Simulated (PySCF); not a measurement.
The numbers are results of PySCF 2.14.0 with ωB97X-D3(BJ)/def2-TZVP // PBE0-D3(BJ)/def2-TZVP, not measurements. Gas-phase values, no solvent. Delta-SCF ions had no search for a lower state. Excitations are Tamm–Dancoff values on a coarser integration grid. The basis has no diffuse functions, so Rydberg states are missing or too high.

Reference species (SMILES): `[C-]#[N+][SiH]=C` (neutral, multiplicity 1).

```
Item                                          Result
-------------------------------------------  -------
S1 oscillator strength                         0.407
brightest of the four lowest singlets (TDA)  5.49 eV
vertical ionisation energy (Delta-SCF)       9.09 eV
```

After one change: the S1 oscillator strength drops by 0.377; the brightest of the four lowest singlets (TDA) rises by 0.18 eV; the vertical ionisation energy (Delta-SCF) decreases by 0.33 eV.

Problem. What was changed between the two runs? The new species is one of these.
A. `C=[SiH]Cl`
B. `C=[SiH]F`
C. `C=[SiH]SC` (C–Si–S–C torsion 0°)
D. `C=[SiH]S` (C–Si–S–H torsion 1°)

Solution. A, `C=[SiH]Cl`
